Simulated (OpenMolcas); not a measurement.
# Pt2+: ligand-field states by method

Pt2+ with its 8 nearest fluoride ions at 2.334 Å, on the Sr site of SrF2 (a = 5.796 Å, distance in the model lattice 2.510 Å). The rest of the host is ab initio model potentials to 7.6 Å and point charges beyond; the distance is set by hand and nothing relaxes. Ligand basis ANO-RCC-VDZP.
```
Pt    0.0000    0.0000    0.0000
F     1.3475    1.3475    1.3475
F     1.3475    1.3475   -1.3475
F     1.3475   -1.3475    1.3475
F     1.3475   -1.3475   -1.3475
F    -1.3475    1.3475    1.3475
F    -1.3475    1.3475   -1.3475
F    -1.3475   -1.3475    1.3475
F    -1.3475   -1.3475   -1.3475
```

- Program: OpenMolcas
- Basis: ANO-RCC-VTZP [8s7p5d3f1g]
- Scalar Hamiltonian: DKH2, point nucleus
- Active space: 8 electrons in 5 orbitals (5d)
- State averaging: 2S+1 = 3 even, 10 roots; 2S+1 = 1 even, 15 roots
- Spin-orbit coupling: RASSI with atomic mean-field integrals over the reference wave functions

I. CASSCF
II. SS-CASPT2, IPEA 0.25 Eh, imaginary shift 0.1 Eh (closed shells correlated: 5s 5p and the ligand valence shells)
III. SS-CASPT2, IPEA 0 Eh, imaginary shift 0.1 Eh (closed shells correlated: 5s 5p and the ligand valence shells)

Spin-free states (labels of O, the rotations of Oh) in cm-1, each column counted from its own energy of the first state listed:

```
State  Degeneracy      I     II    III
  3T1           3      0      0      0
  3T2           3   7105   8170   8030
  1T2           3  12024   8230   8040
   1E           2  12559   8970   8870
  3A2           1  15250  18380  18650
  3T1           3  18409  15630  14870
  1T2           3  21211  18130  17680
  1A1           1  22629  17750  16770
  1T1           3  23573  20770  19940
```

From I to II, I's first state of the same spin (3T2) moves from 7105 to 8170 cm-1, by about +1100 cm-1.

From I to II, I's first state of another spin (1T2) moves from 12024 to 8230 cm-1, by about -3800 cm-1.

I: A least-squares ligand-field fit to the states below 45000 cm-1, each weighted by its degeneracy and with a free common offset, gives 10Dq = -8141 cm-1 (negative for this site), B = 821 cm-1 and C = 3318 cm-1 (C/B = 4.04), with an rms deviation of 42 cm-1. The same method and metal basis give the free ion B = 865 cm-1 (fit to its terms below 60000 cm-1, rms deviation 8 cm-1), so the nephelauxetic ratio is β = 821 / 865 = 0.95; it hangs on how both fits weigh the states, and computed free-ion B values tend to be too large, so β mixes covalency with correlation.

II: A least-squares ligand-field fit to the states below 45000 cm-1, each weighted by its degeneracy and with a free common offset, gives 10Dq = -9916 cm-1 (negative for this site), B = 546 cm-1 and C = 2815 cm-1 (C/B = 5.16), with an rms deviation of 374 cm-1. The same method and metal basis give the free ion B = 677 cm-1 (fit to its terms below 60000 cm-1, rms deviation 447 cm-1), so the nephelauxetic ratio is β = 546 / 677 = 0.81; it hangs on how both fits weigh the states, and computed free-ion B values tend to be too large, so β mixes covalency with correlation.

III: A least-squares ligand-field fit to the states below 45000 cm-1, each weighted by its degeneracy and with a free common offset, gives 10Dq = -10002 cm-1 (negative for this site), B = 480 cm-1 and C = 2921 cm-1 (C/B = 6.09), with an rms deviation of 464 cm-1. The same method and metal basis give the free ion B = 649 cm-1 (fit to its terms below 60000 cm-1, rms deviation 622 cm-1), so the nephelauxetic ratio is β = 480 / 649 = 0.74; it hangs on how both fits weigh the states, and computed free-ion B values tend to be too large, so β mixes covalency with correlation.

From I to II, 10Dq changes by +22 %, B by -33 % and C by -15 %.

χT at 300 K: I 0.84, II 0.74, III 0.74 cm3 K/mol.

The states above are spin-free; spin-orbit coupling is strong here and shifts and splits them by thousands of cm-1.

Roots that are degenerate in the reference are averaged as groups; the widest CASPT2 spread within a group is 1200 cm-1 (the 3-fold group of multiplicity 3 near 8030 cm-1 above the lowest state of its run, III). Shifts and gaps below about the spread of the groups concerned are not significant. Over all roots computed the reference weight is 0.67 to 0.68 in II, 0.66 to 0.67 in III; a low but even weight reflects the number of correlated electrons. Real 4d8 and 5d8 ions are as a rule square planar and diamagnetic. Ligand-to-metal charge-transfer states are missing. With no ligand orbital active B as a rule stays too high, so bands that hang on it stand too high and its fall with covalency is understated. Without dynamic correlation the repulsion within the d shell is too large (B by tens of per cent), so at a given field states of lower spin stand too high (holds for I). With metal d orbitals alone the field can be off either way by tens of per cent (holds for I). With one d shell and no ligand orbital active, 10Dq can be off by a tenth or more (holds for II; III). Free-ion shares, where given, are those of the reference states; single-state CASPT2 does not remix them (holds for II; III). No measured value stands beside these numbers; the geometry was set by hand and not optimised.
